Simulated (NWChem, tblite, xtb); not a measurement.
**C2H6FSb (SMILES C[CH2][SbH][F]): methods side by side**

C2H6FSb: 10 atoms, total charge 0, spin state singlet. SMILES: `C[CH2][SbH][F]`. Geometry: relaxed at PBE0-D4/def2-TZVP. This is one conformer, not always the lowest.

```xyz
10

C     0.2378    1.2728   -0.2806
C    -0.5814    0.0629    0.1401
Sb    0.2238   -1.7760   -0.6435
F    -0.6128   -2.8901    0.6876
H    -0.2003    2.1978    0.1042
H     0.2918    1.3755   -1.3686
H     1.2621    1.2158    0.0966
H    -0.6058   -0.0582    1.2247
H    -1.6128    0.1389   -0.2110
H     1.6809   -1.5904    0.2532
```

Each level gives the dipole moment (D). The values are calculated.

```csv
level,kind,program,value (D)
GFN2-xTB,semi-empirical,tblite,3.38
GFN0-xTB,semi-empirical,xtb,4.96
GFN1-xTB,semi-empirical,xtb,4.18
IPEA1-xTB,semi-empirical,tblite,4.33
HF/STO-3G,Hartree–Fock,NWChem,1.02
HF/3-21G,Hartree–Fock,NWChem,2.90
HF/def2-SVP (core potential),Hartree–Fock,NWChem,3.17
BLYP/STO-3G,GGA,NWChem,0.57
B3LYP/3-21G,global hybrid,NWChem,2.25
PBE0/def2-SVP (core potential),global hybrid,NWChem,2.72
```

All-electron rows without a relativistic Hamiltonian named are non-relativistic, while core potentials hold scalar relativity, so basis and relativity change together. The values span 0.57 to 4.96 D. Magnitudes only. Sets without polarisation functions give poor dipoles.
